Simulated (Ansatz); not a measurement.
`O[SiH](Br)O[SiH3]` + `[AlH2][O]P` → `O[SiH](Br)[O][AlH2]` + `[SiH3]OP`  (redistribution)

Program: Ansatz. Geometries: PBE0-D4/def2-TZVP. ΔE: electronic, gas phase. CBS: MP2 limit from def2 TZ/QZ plus the TZ coupled-cluster correction, frozen cores. Functionals use def2-TZVPP. For Br outer-core shells are correlated without core-valence functions, which leaves a few kJ/mol of doubt a bond. Scalar relativity is left out up to krypton. One conformer a species, not always the lowest.

```tsv
level	ΔE (kJ/mol)
ωB97M-V	-2.6
MP2/CBS(def2)	-3.2
```

(1) What does CCSD(T)/CBS give? (An estimate is asked.)

Largest T1 diagnostic among the species: 0.014.

Answers

(1) The calculation gave: -3.1 kJ/mol. The listed levels differ from it by 0.5, -0.1 kJ/mol.
